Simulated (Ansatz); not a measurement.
Start from `C=C(S)[SeH]` and change one atom or group to get `C=C(N)S`.

Ansatz, PBE0-D4/def2-TZVP geometries, multiplicity 1. Each molecule was computed in one conformer, which needn't be the lowest.

Scalar relativity is left out up to krypton. Spin–orbit coupling is left out; it splits and shifts lone-pair levels of the heavy atoms by tenths of an eV.

```
                                                                                  property  `C=C(S)[SeH]`
                                                     LUMO energy (ωB97M-V/def2-TZVPP) / eV           1.48
                                                         HOMO energy (PBE/def2-TZVPP) / eV          -5.49
                                        size of the dipole moment (ωB97M-V/def2-TZVPP) / D           0.23
                                                     HOMO–LUMO gap (B3LYP/def2-TZVPP) / eV           5.58
ideal-gas entropy at 298 K and 1 bar (rigid rotor, harmonic PBE0-D4/def2-TZVP) / J/(mol·K)            323
                                                       LUMO energy (B3LYP/def2-TZVPP) / eV          -0.75
```

(1) Give the same properties after the change, and the shifts. (Best estimate.)

Results:

(1) Computed: 
```
                                                                                  property  `C=C(N)S`  shift
                                                     LUMO energy (ωB97M-V/def2-TZVPP) / eV       2.03   0.55
                                                         HOMO energy (PBE/def2-TZVPP) / eV      -4.97   0.52
                                        size of the dipole moment (ωB97M-V/def2-TZVPP) / D       1.56   1.33
                                                     HOMO–LUMO gap (B3LYP/def2-TZVPP) / eV       5.78   0.20
ideal-gas entropy at 298 K and 1 bar (rigid rotor, harmonic PBE0-D4/def2-TZVP) / J/(mol·K)        298    -25
                                                       LUMO energy (B3LYP/def2-TZVPP) / eV      -0.11   0.64
```

With PBE0 the HOMO rises by 0.46 eV and the LUMO rises by 0.68 eV, so the gap widens by about 0.22 eV. PBE moves the HOMO by 0.52 eV and ωB97M-V by 0.39 eV. The zero-point energy changes by 49.8 kJ/mol with +3 modes. Dipoles are sizes alone; their direction can turn.

Positive LUMOs are unbound, so they and the gaps depend on the basis.

B3LYP here is the variant with VWN-RPA as its local correlation; programs differ in this.
